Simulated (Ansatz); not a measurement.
Ansatz (an electronic-structure program) input (B3LYP-D3(BJ)/def2-TZVP):

Ansatz 0.2 input:
```yaml
crystal:
  periodic: [false, false, false]
  atoms:
    - {symbol: Be, position_ang: [-0.13771137, -0.03412705, -0.03903961]}
    - {symbol: C, position_ang: [-0.41991061, -0.62359707, 1.56864258]}
    - {symbol: C, position_ang: [0.17209024, -2.02296131, 1.82742118]}
    - {symbol: H, position_ang: [-1.48197323, -0.68904545, 1.83121597]}
    - {symbol: H, position_ang: [-0.01116739, 0.02890051, 2.34890819]}
    - {symbol: H, position_ang: [-0.02838008, -2.34792680, 2.84963137]}
    - {symbol: H, position_ang: [-0.25656615, -2.76116074, 1.15297631]}
    - {symbol: H, position_ang: [1.25015965, -2.02665944, 1.68208600]}
    - {symbol: C, position_ang: [0.15445476, 0.56289823, -1.64220882]}
    - {symbol: C, position_ang: [0.07443862, 2.09847823, -1.75078720]}
    - {symbol: H, position_ang: [-0.54164567, 0.16787469, -2.39098072]}
    - {symbol: H, position_ang: [1.13530527, 0.28030994, -2.04183618]}
    - {symbol: H, position_ang: [0.25757611, 2.42659975, -2.77518123]}
    - {symbol: H, position_ang: [-0.90707031, 2.46241221, -1.45460060]}
    - {symbol: H, position_ang: [0.81314917, 2.57604274, -1.11070426]}
basis:
  gaussian:
    orbitals: def2-TZVP
hamiltonian:
  xc: b3lyp
  dispersion: d3bj
relax: {f_tol: 0.002, max_steps: 150}
```

End of the output:

```
Atom 1 at    -0.269881    -0.584129     1.559851 Å, force    -0.000227     0.000274    -0.000102 eV/Å
Atom 2 at     0.062821    -2.073683     1.782896 Å, force     0.000064    -0.000262     0.000042 eV/Å
Atom 3 at    -1.320618    -0.405795     1.825369 Å, force     0.000095    -0.000049     0.000073 eV/Å
Atom 4 at     0.302092     0.023797     2.273719 Å, force     0.000059     0.000004    -0.000000 eV/Å
Atom 5 at    -0.136400    -2.392529     2.809701 Å, force    -0.000006     0.000014    -0.000039 eV/Å
Atom 6 at    -0.524576    -2.720195     1.126263 Å, force     0.000016     0.000037     0.000010 eV/Å
Atom 7 at     1.115229    -2.286118     1.579208 Å, force    -0.000030     0.000043     0.000011 eV/Å
Atom 8 at     0.277171     0.596585    -1.553049 Å, force    -0.000059    -0.000393     0.000013 eV/Å
Atom 9 at    -0.050919     2.087333    -1.774931 Å, force    -0.000077     0.000272    -0.000035 eV/Å
Atom 10 at    -0.297897    -0.009111    -2.266339 Å, force     0.000083     0.000109    -0.000029 eV/Å
Atom 11 at     1.326903     0.414870    -1.820222 Å, force     0.000028     0.000030     0.000023 eV/Å
Atom 12 at     0.147940     2.406010    -2.801859 Å, force    -0.000011    -0.000016     0.000034 eV/Å
Atom 13 at    -1.102341     2.303133    -1.569698 Å, force     0.000036    -0.000024     0.000006 eV/Å
Atom 14 at     0.539503     2.731595    -1.118801 Å, force     0.000006    -0.000048    -0.000011 eV/Å
Dipole moment:    -0.000070    -0.000014    -0.000015 e Å
```
